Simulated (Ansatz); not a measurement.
C₃H₅ClSi (`CC#C[SiH2]Cl`), relaxed with RKS PBE-D4/def2-SVP in Ansatz from a rough embedded geometry. The force threshold is 0.03 eV/Å; the program also tests the step.

Charge 0, multiplicity 1.

Start:

```xyz
10

C     1.914    1.108   -0.696
C     0.676    0.419   -0.254
C    -0.321   -0.148    0.084
Si   -1.950   -1.075    0.493
Cl   -1.586   -2.059    2.296
H     2.418    0.560   -1.415
H     2.568    1.175    0.208
H     1.670    2.090   -1.007
H    -3.061   -0.052    0.773
H    -2.327   -2.018   -0.484
```

```csv
step,energy (eV),largest force (eV/Å),largest move (Å)
1,-23570.0317,4.884,0.000
2,-23570.4333,1.362,0.075
3,-23570.4846,0.242,0.041
4,-23570.4868,0.064,0.020
5,-23570.4871,0.017,0.004
```

End:

```xyz
10

C     1.884    1.093   -0.650
C     0.661    0.414   -0.256
C    -0.373   -0.164    0.081
Si   -1.905   -1.032    0.544
Cl   -1.633   -2.085    2.324
H     2.405    0.543   -1.461
H     2.585    1.178    0.206
H     1.673    2.119   -1.017
H    -3.018   -0.049    0.754
H    -2.279   -2.018   -0.523
```

It took 5.5 s on 4 threads of an Arm Neoverse V1 on a shared host, with 0.14 GiB of host memory at the peak.
